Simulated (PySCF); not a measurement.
GeH₈N₂Si.
Bonds: Si1–N2, N2–N3, N3–Ge4. Hydrogens: H5, H6, H7 on Si1; H8 on N2; H9 on N3; H10, H11, H12 on Ge4.

Computed, not measured: PySCF, PBE0-D3(BJ)/def2-SVP geometry optimisation, gas phase.

Question: What internal coordinates does the optimisation give?

Answer: 
```
                     bond  length (Å)   order
                   Si1–N2       1.738  single
                    N2–N3       1.392  single
                   N3–Ge4       1.838  single
   Si1–H5, Si1–H6, Si1–H7       1.497  single
                    N2–H8       1.016  single
                    N3–H9       1.017  single
Ge4–H10, Ge4–H11, Ge4–H12       1.541  single
```

Bonds in one row agree within 0.01 Å and their mean is given. Orders are formal, as drawn. A selection of angles:
```
      angle  degrees
  N2–Si1–H5    110.3
  N2–Si1–H6    106.6
  N2–Si1–H7    113.3
  H5–Si1–H6    110.8
  H5–Si1–H7    106.9
  H6–Si1–H7    109.0
  Si1–N2–N3    121.4
  Si1–N2–H8    121.1
   N3–N2–H8    113.7
  N2–N3–Ge4    118.6
   N2–N3–H9    115.3
  Ge4–N3–H9    120.3
 N3–Ge4–H10    108.5
 N3–Ge4–H11    112.2
 N3–Ge4–H12    105.8
H10–Ge4–H11    108.8
H10–Ge4–H12    111.1
```

Torsions: Si1–N2–N3–Ge4 91° (anticlinal). The mirror-image conformer, all signs reversed, is as good.

N2 (hydrazine nitrogen) is almost planar (angles 121.4°, 121.1° and 113.7°, sum 356.2°, 0.15 Å off the plane of its three neighbours). Ge4 (germanium bonded to N and 3 H) is distorted tetrahedral (angles from 105.8° to 112.2°). N3 (hydrazine nitrogen) has angles 120.3°, 118.6° and 115.3°, sum 354.1°, 0.19 Å off the plane of its three neighbours. Si1 (SiH3 silicon) is distorted tetrahedral (angles from 106.6° to 113.3°).

Point group: C1 (no symmetry element, even within 0.4 Å). Whether it is a minimum is left open (no frequencies). One conformer, not necessarily the lowest.
